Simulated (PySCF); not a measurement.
Compound: C3H7F3OSi.
Bonds: F1–C2, C2–F3, C2–F4, C2–C5, C5–C6, C6–O7, O7–Si8. Hydrogens: H9, H10 on C5; H11, H12 on C6; H13, H14, H15 on Si8.

Computed with PySCF at CAM-B3LYP/def2-SVPD, non-relativistic, on one gas-phase PBE0-D3(BJ)/def2-SVP geometry that isn't relaxed in the solvent. The solvent is an IEF-PCM continuum (van der Waals radii × 1.2), and excitations are vertical TDDFT with non-equilibrium linear response and a frozen core. Only the electrostatic response of the medium enters.

Gas-phase singlets (H = HOMO, L = LUMO):

```tsv
state	E (eV)	λ (nm)	f	leading configuration
S1	7.218	172	0.001	H→L 92%
S2	8.035	154	0.015	H-1→L 86%
S3	8.230	151	0.049	H→L+1 84%
S4	8.422	147	0.000	H→L+3 68%
S5	8.859	140	0.028	H-2→L 60%
```

Q: What are the lowest 5 singlets in acetonitrile (ε = 35.69)?

A: 
| state | E (eV) | λ (nm) | f | leading configuration | change by rank (eV) |
| --- | --- | --- | --- | --- | --- |
| S1 | 7.229 | 172 | 0.001 | H→L 88% | +0.011 |
| S2 | 8.050 | 154 | 0.017 | H-1→L 82% | +0.015 |
| S3 | 8.207 | 151 | 0.064 | H→L+1 74% | -0.023 |
| S4 | 8.466 | 146 | 0.000 | H→L+3 69% | +0.044 |
| S5 | 8.816 | 141 | 0.040 | H-2→L 47% | -0.043 |

Q: How do the frontier levels move from gas to acetonitrile?

A: 
```tsv
orbital	gas (eV)	solvent (eV)	change (eV)	Löwdin shares, gas	Löwdin shares, solvent
LUMO+2	1.58	1.66	+0.08	C2 15 %, Si8 13 %, C5 12 %, F3 10 %	Si8 21 %, C2 15 %, F3 12 %, F4 10 %
LUMO+1	1.18	1.41	+0.23	Si8 48 %, H14 10 %, H13 10 %, H15 10 %	Si8 39 %, H14 9 %, H13 9 %, H15 9 %
LUMO	0.86	1.13	+0.27	Si8 35 %, C6 10 %, H13 10 %, H15 10 %	Si8 35 %, O7 11 %, C6 10 %, H13 9 %
HOMO	-9.93	-9.67	+0.26	O7 49 %, Si8 12 %, C6 11 %, H13 7 %	O7 48 %, C6 12 %, Si8 12 %, H13 7 %
HOMO-1	-10.71	-10.49	+0.22	O7 43 %, Si8 16 %, C6 9 %, H14 8 %	O7 42 %, Si8 16 %, C6 9 %, H14 9 %
HOMO-2	-11.58	-11.27	+0.31	Si8 28 %, H15 18 %, H13 14 %, C6 11 %	Si8 27 %, H15 17 %, H13 15 %, C6 12 %
HOMO-3	-11.64	-11.39	+0.25	Si8 28 %, H14 24 %, O7 12 %, C6 10 %	Si8 28 %, H14 24 %, O7 11 %, C6 11 %
```

The HOMO–LUMO gap goes from 10.79 to 10.80 eV.

Shape of the structure used: `[F:1][C:2]([F:3])([F:4])[CH2:5][CH2:6][O:7][SiH3:8]`: F1–C2–C5–C6 -60°, C2–C5–C6–O7 179°, C5–C6–O7–Si8 -178°.
